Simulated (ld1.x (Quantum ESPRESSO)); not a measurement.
# Before and after: TM potential for molybdenum (Mo)

```
Element                 : molybdenum
Generator               : ld1.x (Quantum ESPRESSO) 7.5
Type                    : norm-conserving Troullier–Martins (Kleinman–Bylander form)
Functional              : BLYP
Relativity              : scalar-relativistic
Frozen core             : [Ar] 3d10
Valence charge          : 14
Reference configuration : 4s2 4p6 4d6 5s0 5p0
Partial waves           : 4s (bound): rc 1.25 bohr; 4p (bound): rc 1.75 bohr; 4d (bound): rc 1.50 bohr; 4f channel at 0.05 Ry: rc 1.40 bohr
Local potential         : all-electron potential smoothed inside 1.10 bohr (lloc = -2)
Core correction         : a·sin(br)/r model core inside 1.00 bohr
```

All-electron outer shells of the reference configuration (BLYP, scalar-relativistic, ld1.x):

```tsv
shell	level (eV)	outermost node (bohr)	outermost maximum (bohr)
3p	-376.95	0.17	0.38
3d	-218.78	–	0.32
4s	-62.20	0.51	0.99
4p	-36.40	0.52	1.08
5s	-3.50	1.35	3.04
4d	-2.27	0.53	1.40
5p	-0.77	1.56	4.48
```

Change: all radii but the core radius scaled by about 0.93 (s 1.16, p 1.64, d 1.40, f 1.30 bohr); local potential all-electron potential smoothed inside 1.02 bohr (lloc = -2).

Cutoffs: the cutoffs (Ry, on a coarse ladder) from which the occupation-weighted sum of valence levels, in a spherical-Bessel basis at the reference potential, stays within 10 and 1 mRy of its value at 400 Ry; they do not see the model core or the augmentation charge, which bear on the density cutoff. Errors are all-electron minus pseudo energies relative to the spin-unpolarised reference configuration.

Q: How do hardness, ghosts and transferability respond?

A: The potential gets neither clearly harder nor softer (90 Ry and 160 Ry → 90 Ry and 180 Ry); of the 7 tests that both files solve, the error grows in 1 and shrinks in 0 by more than 15 % and 0.3 meV (median size 158.3 → 178.5 meV); neither file shows a bound ghost.

| quantity | base | changed |
| --- | --- | --- |
| cutoff, loose | 90 Ry | 90 Ry |
| cutoff, tight | 160 Ry | 180 Ry |
| loose cutoff by channel (10 mRy a level) | s 80 Ry, p 21 Ry, d 35 Ry | s 90 Ry, p 21 Ry, d 35 Ry |
| bound ghosts | none | none |
| error for 4s2 4p6 4d5 5s1 5p0, meV [ΔE -0.85 eV] | +158 | +179 |
| error for 4s2 4p6 4d5 5s0 5p0, meV [ΔE 6.09 eV] | +0.8 | +1.0 |
| error for 4s2 4p6 4d4 5s0 5p0, meV [ΔE 21.49 eV] | +3.9 | +4.4 |
| error for 4s2 4p6 4d4 5s1 5p0, meV [ΔE 7.09 eV] | +252 | +286 |
| error for 4s1 4p6 4d5 5s1 5p0, meV [ΔE 69.25 eV] | +306 | +352 |
| error for 4s2 4p6 4d4 5s1 5p1, meV [ΔE 2.81 eV] | +264 | +288 |
| error for 4s2 4p6 4d2 5s0 5p0, meV [ΔE 87.54 eV] | +51 | +48 |
